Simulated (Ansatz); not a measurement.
Reaction (atomization): `[CH3][In]([NH2])[SH]` → C• + 6 H• + In• + N• + S•

Program: Ansatz. Geometries: PBE0-D4/def2-TZVP. ΔE: electronic, gas phase. CBS: MP2 limit from def2 TZ/QZ plus the TZ coupled-cluster correction, frozen cores. This one scheme is used for every species, atoms too. For atomizations the MP2-based limit and the directly extrapolated one differ by several kJ/mol either way, and by 10 to 25 for some Ge, Se and Sn compounds, so smaller differences from it don't rank the levels. DFT in def2-TZVPP. No spin–orbit coupling; open shells (•) take unrestricted orbitals. Spin–orbit coupling would lower the free atoms: a little for C, S; strongly for In. Elements past krypton have def2 core potentials. For In outer-core shells are correlated without core-valence functions, so the limit isn't a true one: a few kJ/mol of doubt a bond, and 10 to 20 or more in all where bonds break to atoms. Each species was taken in one conformer, which may not be the lowest.

```csv
level,ΔE (kJ/mol)
BLYP-D4,3139.8
r2SCAN-D4,3159.7
B97M-V,3169.8
BHLYP-D4,3066.4
CCSD(T)/def2-SVP,2932.2
CCSD/def2-TZVPP,3033.6
HF/def2-QZVPP,2211.5
SCS-MP2/def2-QZVPP,3171.5
```

Task: What does CCSD(T)/CBS give? (An estimate is asked.)

Result: Ansatz gave: +3182.7 kJ/mol. The listed levels differ from it by -42.9, -23.0, -12.9, -116.3, -250.5, -149.1, -971.2, -11.2 kJ/mol.

Largest T1 diagnostic among the species: 0.015.

From PBE to PBE0 (25 % exact exchange), in def2-TZVPP and without D4, ΔE moves by −48.8 kJ/mol: exact exchange takes away binding that semilocal exchange gives to molecules. In def2-TZVPP, CCSD(T) changes the Hartree–Fock value by +879.3 kJ/mol (the triples alone add +51.5 kJ/mol) and MP2 by +898.4 kJ/mol; breaking electron pairs costs correlation energy, which Hartree–Fock lacks.
